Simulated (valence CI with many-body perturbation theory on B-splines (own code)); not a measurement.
Results of a calculation; reference values are marked as such.
## A CI+MBPT run for Sn XLV

The program does CI of the valence electrons with many-body perturbation theory for a frozen closed Dirac-Fock core.

Command, and the settings that its task file holds:

```sh
python run_cv.py task.json out
```

```
atom Sn  Z=50  mass_number=120  rms_radius_fm=4.6519
core [He]
valence 2s2 2p2
avg = 1
basis = S
breit = 1
cap = 10000
capref = 1200
cscale = 1
de = 0.0
dress = 0
eps = 2e-08
extrap = 1
h = 0.27
hh = 1
l2 = 3
lcore = 6
maxit = 60
n2 = 5
natural = 1
nlev = 20
nno = [3, 3, 3, 2, 1]
nroot = 26
ns = 2
nsp = [3, 3, 2, 1, 0]
pt2 = 1
qed = 1
rpa = 1
s1 = 1
s2 = 1
s3 = 1
screen = 1
tol = 2e-05
whole = 1
```

Log. The first blocks belong to the next ion, which gives the ionisation energy. Fields: 2J, parity (1 odd), roots, reference size, generating configurations, candidates as configurations/state functions, variational space P, stored matrix elements, Davidson steps; e2 is the range of second-order energies in hartree. The first line gives the box (bohr), its intervals, the orbitals and the steps of their self-consistent field. Window is the range of levels sought, series limit the energy at which the first omitted orbital would enter, core excitation an estimate of the first excitation out of the core, left out the lowest levels not solved, and shifts from estimates the range by which levels moved from their first estimate, all in cm⁻¹.

```
rmax 1.3 intervals 54 orbitals 36 references ['2s2 2p2', '2s 2p3', '2p4'] scf 2 t 0.3
2J=1 par=1 roots 2 ref 40 generators 2 cand 653/925 P 530/792 nnz 0 it 0
2J=1 par=1 roots 2 ref 40 generators 2 cand 155/173 P 561/835 nnz 0 it 0
   second order: generators 5 cand 695/932 e2 -0.00001 -0.00000
reference levels 448, estimated 300, window 34150477 1/cm; series limit 46117792, core excitation 205623529
2J=0 par=0 roots 7 ref 28 generators 14 cand 2680/4502 P 2354/3538 nnz 9.2e+05 it 4
2J=0 par=0 roots 7 ref 28 generators 14 cand 2007/3492 P 2928/4488 nnz 1.4e+06 it 5
   second order: generators 23 cand 2703/4372 e2 -0.00002 -0.00000
2J=2 par=0 roots 6 ref 58 generators 15 cand 3444/12013 P 1417/4194 nnz 1.7e+06 it 5
2J=2 par=0 roots 6 ref 58 generators 18 cand 3649/14003 P 3015/9688 nnz 7e+06 it 5
   second order: generators 19 cand 2330/9488 e2 -0.00003 -0.00000
2J=4 par=0 roots 6 ref 64 generators 15 cand 4138/18781 P 1426/4694 nnz 2.3e+06 it 5
2J=4 par=0 roots 6 ref 64 generators 17 cand 3947/19602 P 2742/9998 nnz 7.9e+06 it 5
   second order: generators 19 cand 2919/15582 e2 -0.00009 -0.00000
2J=4 par=1 roots 7 ref 67 generators 14 cand 4393/20932 P 1337/4591 nnz 2.2e+06 it 4
2J=4 par=1 roots 7 ref 67 generators 16 cand 4013/19623 P 2617/9997 nnz 8.2e+06 it 6
   second order: generators 22 cand 4695/26046 e2 -0.00013 -0.00000
2J=2 par=1 roots 8 ref 62 generators 15 cand 3422/11970 P 1571/4495 nnz 1.9e+06 it 5
2J=2 par=1 roots 8 ref 62 generators 18 cand 3363/12946 P 3095/9898 nnz 7.2e+06 it 7
   second order: generators 25 cand 2822/10822 e2 -0.00002 -0.00000
2J=6 par=1 roots 3 ref 47 generators 10 cand 3791/19463 P 1119/3564 nnz 1.4e+06 it 4
2J=6 par=1 roots 3 ref 47 generators 11 cand 3473/18445 P 2524/9981 nnz 8.6e+06 it 5
   second order: generators 16 cand 3358/19851 e2 -0.00011 -0.00001
2J=0 par=1 roots 4 ref 24 generators 10 cand 2193/3414 P 2279/3533 nnz 9.3e+05 it 4
2J=0 par=1 roots 4 ref 24 generators 10 cand 1516/2405 P 2787/4342 nnz 1.3e+06 it 4
   second order: generators 14 cand 2096/3825 e2 -0.00001 -0.00000
2J=6 par=0 roots 1 ref 41 generators 5 cand 3008/15522 P 1041/3556 nnz 1.5e+06 it 5
2J=6 par=0 roots 1 ref 41 generators 7 cand 3165/17247 P 2030/8261 nnz 6.4e+06 it 5
   second order: generators 8 cand 2832/15234 e2 -0.00004 -0.00004
left out: unestimated 49537430, estimated 36442268, shifts from estimates 0 to 103
```

Question: What became of the run, and why?

Answer: It gave no result: the setting left no core shell for the response of the core. The program said: "need at least one array to concatenate".
